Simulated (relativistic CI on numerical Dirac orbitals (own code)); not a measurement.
Line list: Electric-dipole lines, Sm XXX

These numbers are calculated, not measured: Dirac-Coulomb-Breit CI, KLI orbitals optimised for each configuration, model QED (radiative potential, 1s self-energy scaled to tabulated hydrogen-like ionisation energies), unscaled Slater integrals (own radial code, finite nucleus).

Configurations in the expansion (outside the closed core [Ar] 3d10): 4s2 4p3, 4s 4p4, 4s2 4p2 4d, 4p5, 4s 4p3 4d, 4s2 4p2 4f, 4s 4p3 4f, 4p4 4d, 4s 4p2 4d2, 4s2 4p 4d 4f, 4p4 4f, 4s2 4p 4d2, 4s2 4d3, 4s 4p 4d3, 4s2 4d2 4f, 4s 4p 4d2 4f, 4p3 4d2, 4p2 4d3, 4p2 4d2 4f. Double excitations out of closed p, d and f shells are left out; levels of such configurations are missing from the list, as are those of other unlisted configurations, and high levels can miss mixing partners.

```
λ vac (Å)                   Lower                      Upper   A (s⁻¹)        gf  Branching (%)
   75.193   4s2 4p2 4d 4F_3/2 [9]   4s2 4p 4d2 4F°_3/2 [108]  5.35e+11  1.81e+00           69.3
   76.278  4s2 4p2 4d 4F_5/2 [10]   4s2 4p 4d2 2F°_7/2 [114]  3.81e+11  2.66e+00           64.9
   76.541     4s2 4p3 2P°_3/2 [1]     4s2 4p2 4d 4P_1/2 [24]  5.93e+11  1.04e+00           90.7
   76.579  4s2 4p2 4d 2G_9/2 [20]  4s2 4p 4d2 2H°_11/2 [156]  4.73e+11  4.99e+00          100.0
   76.604     4s2 4p3 2P°_3/2 [1]     4s2 4p2 4d 4D_5/2 [23]  3.56e+11  1.88e+00           74.7
   76.608       4s 4p4 4P_5/2 [6]     4s 4p3 4d 4D°_7/2 [78]  3.57e+11  2.51e+00           83.2
   76.693       4s 4p4 2D_3/2 [7]     4s 4p3 4d 2P°_3/2 [90]  4.41e+11  1.56e+00           70.7
   77.017  4s2 4p2 4d 4F_5/2 [10]   4s2 4p 4d2 2F°_5/2 [113]  5.71e+11  3.04e+00           81.3
   77.581     4s2 4p3 4S°_3/2 [2]     4s2 4p2 4d 2D_5/2 [35]  2.73e+11  1.48e+00           42.3
   77.810     4s2 4p3 2D°_5/2 [3]     4s2 4p2 4d 2F_7/2 [36]  7.03e+11  5.11e+00          100.0
   77.907     4s2 4p3 4S°_3/2 [2]     4s2 4p2 4d 2D_3/2 [34]  4.85e+11  1.76e+00           71.5
   78.385     4s2 4p3 2P°_1/2 [4]     4s2 4p2 4d 2D_3/2 [37]  5.32e+11  1.96e+00           92.2
   78.385     4s2 4p3 2P°_3/2 [1]     4s2 4p2 4d 2P_3/2 [22]  4.92e+11  1.81e+00           86.1
   78.896  4s2 4p2 4d 2G_9/2 [20]   4s2 4p 4d2 4G°_9/2 [149]  4.73e+11  4.42e+00           63.7
   78.983       4s 4p4 4P_5/2 [6]     4s 4p3 4d 4P°_5/2 [72]  4.46e+11  2.50e+00           89.6
   79.085     4s2 4p3 2P°_3/2 [1]     4s2 4p2 4d 4P_5/2 [21]  2.93e+11  1.65e+00           80.9
   79.703     4s2 4p3 2D°_5/2 [3]     4s2 4p2 4d 2D_5/2 [35]  3.64e+11  2.08e+00           56.4
   80.033  4s2 4p2 4d 4D_5/2 [23]   4s2 4p 4d2 4D°_7/2 [157]  4.98e+11  3.82e+00           42.9
   80.598  4s2 4p2 4d 2G_7/2 [26]   4s2 4p 4d2 2G°_9/2 [159]  3.84e+11  3.74e+00           77.1
   83.755  4s2 4p2 4d 2F_5/2 [15]   4s2 4p2 4f 2G°_7/2 [119]  3.54e+11  2.98e+00           59.0
   84.750  4s2 4p2 4d 2D_5/2 [35]   4s2 4p2 4f 2F°_7/2 [194]  7.21e+11  6.21e+00           68.8
   85.719  4s2 4p2 4d 4F_9/2 [32]  4s2 4p2 4f 2H°_11/2 [186]  5.17e+11  6.83e+00           92.8
   86.669  4s2 4p2 4d 2F_7/2 [31]   4s2 4p2 4f 2G°_9/2 [179]  5.08e+11  5.72e+00           94.2
   89.716  4s2 4p2 4d 4F_9/2 [32]   4s2 4p 4d2 2G°_9/2 [174]  4.75e+11  5.73e+00           80.7
   89.974     4s2 4p3 2P°_3/2 [5]     4s2 4p2 4d 2D_5/2 [45]  6.08e+11  4.43e+00           94.8
   90.138     4s2 4p3 4S°_3/2 [2]     4s2 4p2 4d 2D_5/2 [28]  3.40e+11  2.48e+00           58.6
   92.146     4s2 4p3 2P°_3/2 [5]     4s2 4p2 4d 2D_3/2 [40]  4.02e+11  2.05e+00           80.9
   93.614     4s2 4p3 2P°_3/2 [5]     4s2 4p2 4d 2S_1/2 [39]  5.50e+11  1.44e+00           91.3
   96.464     4s2 4p3 2D°_5/2 [3]     4s2 4p2 4d 2G_7/2 [26]  1.56e+11  1.75e+00          100.0
   96.847     4s2 4p3 2D°_5/2 [3]     4s2 4p2 4d 2P_3/2 [25]  2.01e+11  1.13e+00           39.5
```

Terms are leading LS components. Brackets give the number of a level in order of energy, since labels repeat. The list gives strong lines, with weight on those to low levels, without lines whose two gauges differ by over a factor of 2.5, among the lowest 200 of 3430 levels, so that lines to higher ones, which can be the strongest, are missing. Levels whose partners in the same complex of configurations lie outside the list can be far off, and so can their lines. Rates are taken at the computed energies, electric ones in the length gauge.

At this charge energies of transitions that change n are usually good to better than 1 %, and those within a shell (Δn = 0) to a few per cent.

LS names give the leading component of a level, which can be under half, so a name can repeat, a term be missing and a line seem to break the LS rules.
